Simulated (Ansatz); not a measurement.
The cluster Li₁₄⁺. The state is a doublet with charge 1. Geometry PBE/def2-SVP; atoms count from 1.

```xyz
14

Li    3.719   -1.248   -0.637
Li   -0.255    2.135   -1.315
Li    2.661    1.607   -0.225
Li   -3.679   -0.752    0.504
Li   -0.845   -2.356    0.660
Li   -1.958    0.053    3.092
Li   -3.021    2.347    1.146
Li    1.334   -2.878   -2.083
Li   -0.061    2.421    1.970
Li    1.377   -0.388    2.066
Li    1.079   -0.520   -0.677
Li   -1.174    0.384    0.609
Li   -1.253   -0.905   -2.087
Li    2.077    0.101   -3.024
```

Another isomer (doublet) lies 0.05 eV lower at PBE0/def2-TZVP; other spin states weren't run for this one.

(1) Estimate the Mulliken populations from the PBE0/def2-TZVP orbitals of Ansatz.

(2) Where does the spin sit?

(3) And the Mayer bond orders between heavy atoms (over 0.3)?

## Answers

(1) 
```csv
atom,charge (e),spin (α − β)
Li1,0.26,0.08
Li2,0.29,0.08
Li3,0.20,0.00
Li4,0.22,0.00
Li5,0.30,-0.04
Li6,0.33,0.18
Li7,0.26,0.08
Li8,0.22,0.00
Li9,0.20,0.00
Li10,0.29,0.08
Li11,-1.11,0.20
Li12,-1.08,0.20
Li13,0.30,-0.04
Li14,0.34,0.17
```
Mulliken values depend strongly on the basis.

(2) Summed by element: Li 1.00, of 1 unpaired in all. Largest on single atoms: Li12 0.20, Li11 0.20, Li6 0.18.

(3) Li1–Li11 0.40 (2.74 Å); Li3–Li11 0.42 (2.69 Å); Li4–Li12 0.38 (2.75 Å); Li6–Li12 0.41 (2.62 Å); Li7–Li12 0.40 (2.75 Å); Li8–Li11 0.38 (2.76 Å); Li9–Li12 0.42 (2.69 Å); Li11–Li14 0.41 (2.62 Å).
